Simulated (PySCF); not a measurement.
C₇H₁₃O, SMILES [CH2]C(=O)CCCCC, doublet, GFN2-xTB optimised geometry.

```
21

C      0.19    -4.59    -2.51
C     -0.27    -3.25    -2.41
O     -1.02    -2.75    -3.25
C      0.25    -2.47    -1.22
C     -0.25    -1.03    -1.21
C      0.25    -0.25     0.00
C     -0.25     1.19     0.00
C      0.26     1.97     1.21
H      0.85    -5.02    -1.78
H     -0.13    -5.20    -3.34
H      1.34    -2.49    -1.23
H     -0.07    -2.99    -0.31
H      0.07    -0.54    -2.13
H     -1.35    -1.04    -1.21
H     -0.08    -0.75     0.92
H      1.35    -0.25     0.00
H      0.08     1.69    -0.92
H     -1.34     1.19     0.00
H      1.35     1.99     1.22
H     -0.08     1.50     2.13
H     -0.11     2.99     1.19
```

Density from unrestricted B3LYP/def2-SVP run with PySCF at that geometry.

Minimum of the electron density along straight lines between bonded atoms, close to the bond critical point (lines longer than 1.1 times the sum of covalent radii, or with two minima, are not listed):

| bond | length / Å | ρ at the minimum / e bohr⁻³ | ∇²ρ there / e bohr⁻⁵ | position (fraction from the first atom) |
|---|---|---|---|---|
| C1–C2 | 1.420 | 0.302 | -0.79 | 0.51 |
| C2–O3 | 1.230 | 0.392 | 0.23 | 0.33 |
| C2–C4 | 1.520 | 0.255 | -0.61 | 0.51 |
| C4–C5 | 1.524 | 0.246 | -0.57 | 0.51 |
| C5–C6 | 1.525 | 0.247 | -0.57 | 0.50 |
| C6–C7 | 1.527 | 0.246 | -0.57 | 0.50 |
| C7–C8 | 1.524 | 0.246 | -0.57 | 0.50 |
| C1–H9 | 1.075 | 0.287 | -1.12 | 0.64 |
| C1–H10 | 1.076 | 0.286 | -1.13 | 0.65 |
| C4–H11 | 1.094 | 0.274 | -0.98 | 0.62 |
| C4–H12 | 1.094 | 0.273 | -0.98 | 0.62 |
| C5–H13 | 1.092 | 0.278 | -1.01 | 0.62 |
| C5–H14 | 1.092 | 0.278 | -1.01 | 0.62 |
| C6–H15 | 1.093 | 0.276 | -0.99 | 0.62 |
| C6–H16 | 1.093 | 0.276 | -0.99 | 0.62 |
| C7–H17 | 1.092 | 0.277 | -1.00 | 0.62 |
| C7–H18 | 1.092 | 0.277 | -1.00 | 0.62 |
| C8–H19 | 1.088 | 0.277 | -1.01 | 0.62 |
| C8–H20 | 1.088 | 0.277 | -1.01 | 0.62 |
| C8–H21 | 1.087 | 0.277 | -1.01 | 0.62 |
